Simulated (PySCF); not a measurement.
A geometry optimisation, step by step.

Cl₂H₅PSi₂.
SMILES with atom numbers: `[Cl:1][SiH2:2][PH:3][SiH2:4][Cl:5]` (hydrogens: H6, H7 on Si2; H8 on P3; H9, H10 on Si4)

Method: PBE0-D3(BJ)/def2-SVP geometry optimisation, gas phase in PySCF; density fitting, grid level 1; the optimiser is geomeTRIC in internal coordinates, started from a GFN2-xTB structure. The frame can shift and turn from step to step; on so coarse a grid that alone can change the energy by a few meV, and forces under 0.02 eV/Å are noise.

Step 0: E = -50139.7179 eV, largest atomic force 1.278 eV/Å
```
atom  x, y, z in Å  |  force x, y, z in eV/Å
Cl1     1.897    2.122    0.032    0.080   1.260   0.089
Si2     1.754    0.125   -0.114   -0.479  -0.740  -0.079
P3     -0.117   -0.355   -1.250   -0.101   1.044  -0.563
Si4    -1.739   -0.040    0.262    0.519  -0.695  -0.167
Cl5    -2.053    1.935    0.426   -0.189   1.260   0.105
H6      2.871   -0.386   -0.905    0.432  -0.227  -0.300
H7      1.801   -0.433    1.239    0.008  -0.234   0.481
H8     -0.029   -1.718   -1.045    0.074  -1.169   0.168
H9     -1.436   -0.563    1.597    0.117  -0.222   0.468
H10    -2.941   -0.683   -0.264   -0.461  -0.277  -0.202
```

Step 1: E = -50139.8432 eV, largest atomic force 0.575 eV/Å
```
atom  x, y, z in Å  |  force x, y, z in eV/Å
Cl1     1.624    6.703    2.413   -0.070  -0.561  -0.045
Si2     1.479    4.619    2.239    0.226   0.488  -0.041
P3     -0.337    4.162    0.979    0.024  -0.186   0.148
Si4    -1.881    4.471    2.598   -0.281   0.460   0.015
Cl5    -2.193    6.535    2.796    0.121  -0.559  -0.058
H6      2.672    4.118    1.497   -0.020   0.020   0.027
H7      1.481    4.046    3.617   -0.093   0.006  -0.023
H8     -0.249    2.733    1.196   -0.017   0.293   0.004
H9     -1.535    3.932    3.946    0.086   0.014  -0.046
H10    -3.149    3.840    2.129    0.024   0.025   0.019
```

Step 2: E = -50139.8663 eV, largest atomic force 0.292 eV/Å
```
atom  x, y, z in Å  |  force x, y, z in eV/Å
Cl1     1.622    6.687    2.410   -0.013  -0.256  -0.023
Si2     1.483    4.620    2.233    0.061   0.285   0.010
P3     -0.338    4.175    0.979    0.004  -0.043   0.027
Si4    -1.887    4.470    2.594   -0.086   0.277   0.026
Cl5    -2.184    6.517    2.798    0.036  -0.259  -0.024
H6      2.682    4.114    1.506   -0.007  -0.001   0.004
H7      1.448    4.048    3.609   -0.033  -0.018  -0.002
H8     -0.251    2.761    1.210   -0.002   0.029  -0.010
H9     -1.505    3.931    3.931    0.034  -0.017  -0.009
H10    -3.157    3.837    2.139    0.007   0.002   0.001
```

Step 3: E = -50139.8708 eV, largest atomic force 0.051 eV/Å
```
atom  x, y, z in Å  |  force x, y, z in eV/Å
Cl1     1.630    6.678    2.406    0.009  -0.017   0.002
Si2     1.481    4.625    2.231   -0.013   0.047   0.015
P3     -0.340    4.185    0.976   -0.007   0.008  -0.028
Si4    -1.886    4.473    2.594    0.012   0.045   0.012
Cl5    -2.184    6.506    2.806   -0.005  -0.017   0.006
H6      2.681    4.108    1.516    0.004  -0.008  -0.001
H7      1.417    4.049    3.605    0.003  -0.009   0.000
H8     -0.253    2.773    1.206    0.004  -0.031  -0.005
H9     -1.477    3.927    3.920   -0.003  -0.012   0.001
H10    -3.156    3.835    2.148   -0.004  -0.006   0.000
```

Step 4: E = -50139.8711 eV, largest atomic force under 0.02 eV/Å
```
atom  x, y, z in Å  |  force x, y, z in eV/Å
Cl1     1.637    6.679    2.405    0.004   0.003   0.004
Si2     1.479    4.628    2.231   -0.006   0.006   0.004
P3     -0.341    4.188    0.973   -0.005   0.005  -0.014
Si4    -1.884    4.474    2.594    0.007   0.002   0.003
Cl5    -2.187    6.504    2.813   -0.002   0.005   0.006
H6      2.678    4.104    1.519    0.001  -0.004   0.000
H7      1.411    4.051    3.605    0.002  -0.003  -0.001
H8     -0.254    2.775    1.200    0.003  -0.007  -0.003
H9     -1.472    3.923    3.918   -0.002  -0.006   0.000
H10    -3.154    3.835    2.150   -0.002  -0.002   0.001
```

Question: Summarise the path.

Answer: The energy falls by 3.53 kcal/mol from step 0 to step 4; nine tenths of that is first reached at step 2. It falls at every step. The largest force goes from 1.278 to under 0.02 eV/Å. Among the bonds Cl1–Si2 changes most (a near tie, within 0.001 Å, with another), from 2.007 to 2.064 Å; the atoms move by 0.110 Å rms after alignment.

Question: Follow the three bonds and two angles with the largest change from start to end.

Answer: 
```
step  E above end (kcal/mol)  largest force (eV/Å)  Cl1–Si2 (Å)  Si4–Cl5 (Å)  P3–H8 (Å)  Si2–P3–Si4 (°)  Si4–P3–H8 (°)
   0                    3.53                 1.278        2.007        2.007      1.381           103.4           94.9
   1                    0.64                 0.575        2.096        2.096      1.449            97.0           94.0
   2                    0.11                 0.292        2.079        2.079      1.436            97.5           93.2
   3                    0.01                 0.051        2.066        2.065      1.433            97.4           93.0
   4                    0.00            under 0.02        2.064        2.064      1.434            97.3           93.0
```

What follows is the cost of the whole optimisation. Time: 39 s; peak memory 0.59 GiB. Hardware: an Arm Neoverse N1 with one thread, on a shared host.
